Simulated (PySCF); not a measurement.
H₃F₃Ge₂, singlet, at a GFN2-xTB geometry, with bond 1-2 at 1.8 times its length; CASSCF(6,6)/STO-3G run with PySCF.

PySCF was given this input:
```python
from pyscf import gto, scf, mcscf
import numpy

mol = gto.Mole()
mol.atom = '''
    F     2.321733   -0.722381    2.551844
    Ge    0.678435   -0.023885   -0.051030
    F     1.509445    1.434526   -0.558521
    F     1.371187   -1.180029   -1.172864
    Ge   -1.732197    0.060984    0.130292
    H    -2.077278    1.292323    0.905888
    H    -2.168853   -1.178234    0.844784
    H    -2.281590    0.115725   -1.259672
'''
mol.basis = 'sto-3g'
mol.charge = 0
mol.spin = 0
mol.verbose = 4
mol.build()

mf = scf.RHF(mol)
mf.kernel()
mc = mcscf.CASSCF(mf, 6, 6)
mc.kernel()
occ = numpy.linalg.eigvalsh(mc.fcisolver.make_rdm1(mc.ci, mc.ncas, mc.nelecas))[::-1]
ss = mc.fcisolver.spin_square(mc.ci, mc.ncas, mc.nelecas)[0]
print('natural occupations', occ.round(4), ' <S^2>', round(ss, 4))
```

Task: Write the output that PySCF gives for this input, abridged.

Result: 
```
PySCF version 2.14.0

[INPUT] verbose = 4
[INPUT] num. atoms = 8
[INPUT] num. electrons = 94
[INPUT] charge = 0
[INPUT] spin (= nelec alpha-beta = 2S) = 0
[INPUT] symmetry False subgroup None
[INPUT] Mole.unit = angstrom
[INPUT] Symbol           X                Y                Z      unit          X                Y                Z       unit  Magmom
[INPUT]  1 F      2.321733000000  -0.722381000000   2.551844000000 AA    4.387439504365  -1.365102247589   4.822286272615 Bohr   0.0
[INPUT]  2 Ge     0.678435000000  -0.023885000000  -0.051030000000 AA    1.282056343319  -0.045136108485  -0.096432724137 Bohr   0.0
[INPUT]  3 F      1.509445000000   1.434526000000  -0.558521000000 AA    2.852437650094   2.710861258568  -1.055451724818 Bohr   0.0
[INPUT]  4 F      1.371187000000  -1.180029000000  -1.172864000000 AA    2.591167895564  -2.229931629044  -2.216391741362 Bohr   0.0
[INPUT]  5 Ge    -1.732197000000   0.060984000000   0.130292000000 AA   -3.273377923793   0.115243057980   0.246216196222 Bohr   0.0
[INPUT]  6 H     -2.077278000000   1.292323000000   0.905888000000 AA   -3.925486504584   2.442136534476   1.711880219530 Bohr   0.0
[INPUT]  7 H     -2.168853000000  -1.178234000000   0.844784000000 AA   -4.098538174441  -2.226539570651   1.596410394415 Bohr   0.0
[INPUT]  8 H     -2.281590000000   0.115725000000  -1.259672000000 AA   -4.311580228546   0.218688555765  -2.380435086783 Bohr   0.0

nuclear repulsion = 661.00558829336
number of shells = 28
number of NR pGTOs = 162
number of NR cGTOs = 54
basis = sto-3g
ecp = {}

******** <class 'pyscf.scf.hf.RHF'> ********
method = RHF
initial guess = minao
damping factor = 0
level_shift factor = 0
DIIS = <class 'pyscf.scf.diis.CDIIS'>
diis_start_cycle = 1
diis_space = 8
diis_damp = 0
SCF conv_tol = 1e-09
SCF conv_tol_grad = None
SCF max_cycles = 50
direct_scf = True
direct_scf_tol = 1e-13
Set gradient conv threshold to 3.16228e-05
Initial guess from minao.
init E= -4393.06025032379
  HOMO = -0.749538127409909  LUMO = -0.508140862493435  gap/eV = 6.56875
cycle= 1 E= -4398.86976483939  delta_E= -5.81  |g|= 0.512  |ddm|=    3
  HOMO = 0.162911986380801  LUMO = 0.185116309516531  gap/eV = 0.60421
cycle= 2 E= -4398.77740211704  delta_E= 0.0924  |g|= 0.446  |ddm|= 3.09
  HOMO = -0.169816634067156  LUMO = 0.0305063400389455  gap/eV = 5.45107
cycle= 3 E= -4399.04980257152  delta_E= -0.272  |g|= 0.225  |ddm|= 2.75
  HOMO = -0.112872720106704  LUMO = 0.0567864671795364  gap/eV = 4.61666
cycle= 4 E= -4399.13968869286  delta_E= -0.0899  |g|= 0.0523  |ddm|= 0.939
  HOMO = -0.176456409882197  LUMO = 0.0883429136038607  gap/eV = 7.20556
cycle= 5 E= -4399.14215598281  delta_E= -0.00247  |g|= 0.0216  |ddm|= 0.137
  HOMO = -0.163589876829273  LUMO = 0.0838083707544867  gap/eV = 6.73205
cycle= 6 E= -4399.14251635068  delta_E= -0.00036  |g|= 0.0095  |ddm|= 0.0448
  HOMO = -0.159480221961706  LUMO = 0.0837648792882401  gap/eV = 6.61904
cycle= 7 E= -4399.14258213195  delta_E= -6.58e-05  |g|= 0.00371  |ddm|= 0.0179
  HOMO = -0.159230189808396  LUMO = 0.0847010922894035  gap/eV = 6.63771
cycle= 8 E= -4399.14259310671  delta_E= -1.1e-05  |g|= 0.00108  |ddm|= 0.00782
  HOMO = -0.158271066331148  LUMO = 0.0844186973402355  gap/eV = 6.60392
cycle= 9 E= -4399.14259411834  delta_E= -1.01e-06  |g|= 0.000138  |ddm|= 0.0029
  HOMO = -0.158337787153432  LUMO = 0.0845177690332509  gap/eV = 6.60844
cycle= 10 E= -4399.1425941465  delta_E= -2.82e-08  |g|= 6.19e-05  |ddm|= 0.000495
  HOMO = -0.158307548496082  LUMO = 0.0845022086737639  gap/eV = 6.60719
cycle= 11 E= -4399.14259415911  delta_E= -1.26e-08  |g|= 5.39e-05  |ddm|= 0.00035
  HOMO = -0.15831446074232  LUMO = 0.0845019302915063  gap/eV = 6.60737
cycle= 12 E= -4399.1425941895  delta_E= -3.04e-08  |g|= 2.62e-05  |ddm|= 0.00122
  HOMO = -0.15831421818461  LUMO = 0.0845019836621487  gap/eV = 6.60737
cycle= 13 E= -4399.14259419788  delta_E= -8.38e-09  |g|= 5.52e-06  |ddm|= 0.000934
  HOMO = -0.158314214763733  LUMO = 0.0845019855000405  gap/eV = 6.60737
cycle= 14 E= -4399.14259419803  delta_E= -1.55e-10  |g|= 1.71e-06  |ddm|= 0.000118
  HOMO = -0.158314060488896  LUMO = 0.0845020264190033  gap/eV = 6.60736
Extra cycle  E= -4399.14259419803  delta_E= -2.73e-12  |g|= 9.64e-07  |ddm|= 4.44e-06
converged SCF energy = -4399.14259419803

******** <class 'pyscf.mcscf.mc1step.CASSCF'> ********
CAS (3e+3e, 6o), ncore = 44, nvir = 4
max_cycle_macro = 50
max_cycle_micro = 4
conv_tol = 1e-07
conv_tol_grad = None
orbital rotation max_stepsize = 0.02
orbital rotation threshold for CI restart = 0.01
augmented hessian ah_max_cycle = 30
augmented hessian ah_conv_tol = 1e-12
augmented hessian ah_linear dependence = 1e-14
augmented hessian ah_level shift = 1e-08
augmented hessian ah_start_tol = 2.5
augmented hessian ah_start_cycle = 3
augmented hessian ah_grad_trust_region = 3
kf_trust_region = 3
kf_interval = 4
ci_response_space = 4
ci_grad_trust_region = 3
with_dep4 0
natorb = False
canonicalization = True
sorting_mo_energy = False
ao2mo_level = 2
internal_rotation = False
******** <class 'pyscf.fci.direct_spin1.FCISolver'> ********
max. cycles = 50
conv_tol = 1e-08
davidson only = False
linear dependence = 1e-12
level shift = 0.001
max iter space = 12
nroots = 1
pspace_size = 400
spin = None
CASCI E = -4399.32711644120  S^2 = 0.0000000
Set conv_tol_grad to 0.000316228
macro iter   1 ( 17 JK    4 micro), CASSCF E = -4399.33454144545  dE = -7.42500425e-03  S^2 = 0.0000000
               |grad[o]|=0.0685  |grad[c]|=0.012  |ddm|=0.171  |maxRot[o]|=0.123
macro iter   2 ( 21 JK    4 micro), CASSCF E = -4399.33469761838  dE = -1.56172928e-04  S^2 = 0.0000000
               |grad[o]|=0.00595  |grad[c]|=0.00369  |ddm|=0.00701  |maxRot[o]|=0.196
macro iter   3 ( 21 JK    4 micro), CASSCF E = -4399.33701032490  dE = -2.31270652e-03  S^2 = 0.0000000
               |grad[o]|=0.0046  |grad[c]|=0.0747  |ddm|=0.074  |maxRot[o]|= 0.23
macro iter   4 ( 21 JK    4 micro), CASSCF E = -4399.34151855789  dE = -4.50823299e-03  S^2 = 0.0000000
               |grad[o]|=0.0117  |grad[c]|=0.0393  |ddm|=0.0325  |maxRot[o]|=0.163
macro iter   5 ( 21 JK    4 micro), CASSCF E = -4399.34441158066  dE = -2.89302276e-03  S^2 = 0.0000000
               |grad[o]|=0.0148  |grad[c]|=0.0517  |ddm|=0.0347  |maxRot[o]|=0.126
macro iter   6 ( 21 JK    4 micro), CASSCF E = -4399.34564105489  dE = -1.22947423e-03  S^2 = 0.0000000
               |grad[o]|=0.0154  |grad[c]|=0.083  |ddm|=0.0285  |maxRot[o]|=0.148
macro iter   7 (  7 JK    2 micro), CASSCF E = -4399.35023521237  dE = -4.59415748e-03  S^2 = 0.0000000
               |grad[o]|=0.0159  |grad[c]|=0.0601  |ddm|=0.0265  |maxRot[o]|=0.0687
macro iter   8 ( 21 JK    4 micro), CASSCF E = -4399.35072264938  dE = -4.87437011e-04  S^2 = 0.0000000
               |grad[o]|=0.0159  |grad[c]|=0.0608  |ddm|=0.0263  |maxRot[o]|=0.0476
macro iter   9 ( 17 JK    4 micro), CASSCF E = -4399.35439836548  dE = -3.67571610e-03  S^2 = 0.0000000
               |grad[o]|=0.0157  |grad[c]|=0.0654  |ddm|=0.0251  |maxRot[o]|=0.0699
macro iter  10 ( 21 JK    4 micro), CASSCF E = -4399.35492786764  dE = -5.29502165e-04  S^2 = 0.0000000
               |grad[o]|=0.0139  |grad[c]|=0.0415  |ddm|=0.0209  |maxRot[o]|=0.0259
macro iter  11 ( 17 JK    4 micro), CASSCF E = -4399.35756927279  dE = -2.64140514e-03  S^2 = 0.0000000
               |grad[o]|=0.0132  |grad[c]|=0.0455  |ddm|=0.0219  |maxRot[o]|=0.0698
macro iter  12 ( 17 JK    4 micro), CASSCF E = -4399.35953837473  dE = -1.96910194e-03  S^2 = 0.0000000
               |grad[o]|=0.011  |grad[c]|=0.0276  |ddm|=0.0211  |maxRot[o]|=0.0699
macro iter  13 ( 17 JK    4 micro), CASSCF E = -4399.36108836084  dE = -1.54998611e-03  S^2 = 0.0000000
               |grad[o]|=0.00917  |grad[c]|=0.0176  |ddm|=0.0201  |maxRot[o]|=0.0699
macro iter  14 ( 17 JK    4 micro), CASSCF E = -4399.36227940470  dE = -1.19104386e-03  S^2 = 0.0000000
               |grad[o]|=0.00745  |grad[c]|=0.0108  |ddm|=0.0177  |maxRot[o]|=0.0699
macro iter  15 ( 17 JK    4 micro), CASSCF E = -4399.36314005332  dE = -8.60648621e-04  S^2 = 0.0000000
               |grad[o]|=0.00575  |grad[c]|=0.00611  |ddm|=0.0137  |maxRot[o]|=0.0699
macro iter  16 ( 17 JK    4 micro), CASSCF E = -4399.36368610384  dE = -5.46050520e-04  S^2 = 0.0000000
               |grad[o]|=0.00401  |grad[c]|=0.00397  |ddm|=0.00788  |maxRot[o]|=0.0699
macro iter  17 ( 20 JK    4 micro), CASSCF E = -4399.36352842496  dE =  1.57678879e-04  S^2 = 0.0000000
               |grad[o]|=0.00224  |grad[c]|=0.00331  |ddm|=0.00606  |maxRot[o]|=0.0536
macro iter  18 ( 21 JK    4 micro), CASSCF E = -4399.36374320788  dE = -2.14782923e-04  S^2 = 0.0000000
               |grad[o]|=0.00252  |grad[c]|=0.00664  |ddm|=0.00475  |maxRot[o]|=0.0782
macro iter  19 ( 21 JK    4 micro), CASSCF E = -4399.36382928868  dE = -8.60807941e-05  S^2 = 0.0000000
               |grad[o]|=0.00173  |grad[c]|=0.00372  |ddm|=0.00375  |maxRot[o]|=0.0647
macro iter  20 ( 20 JK    4 micro), CASSCF E = -4399.36392369067  dE = -9.44019966e-05  S^2 = 0.0000000
               |grad[o]|=0.00164  |grad[c]|=0.00223  |ddm|=0.00102  |maxRot[o]|=0.0434
macro iter  21 ( 20 JK    4 micro), CASSCF E = -4399.36395126580  dE = -2.75751290e-05  S^2 = 0.0000000
               |grad[o]|=0.000651  |grad[c]|=0.000766  |ddm|=0.00157  |maxRot[o]|=0.0364
macro iter  22 ( 11 JK    2 micro), CASSCF E = -4399.36395248682  dE = -1.22101574e-06  S^2 = 0.0000000
               |grad[o]|=0.000267  |grad[c]|=8.22e-05  |ddm|=0.000146  |maxRot[o]|=0.00781
macro iter  23 (  6 JK    1 micro), CASSCF E = -4399.36395257528  dE = -8.84601832e-08  S^2 = 0.0000000
               |grad[o]|=0.000141  |grad[c]|=3.58e-05  |ddm|=3.42e-05  |maxRot[o]|=0.00159
1-step CASSCF converged in  23 macro (409 JK  85 micro) steps
CASSCF canonicalization
Density matrix diagonal elements [1.95951816 1.97745945 1.21643942 0.79956821 0.01982335 0.0271914 ]
CASSCF energy = -4399.36395257528
CASCI E = -4399.36395257528  E(CI) = -8.90190318181612  S^2 = 0.0000000
natural occupations [1.9878 1.9596 1.2199 0.7878 0.0419 0.003 ]  <S^2> 0.0
```
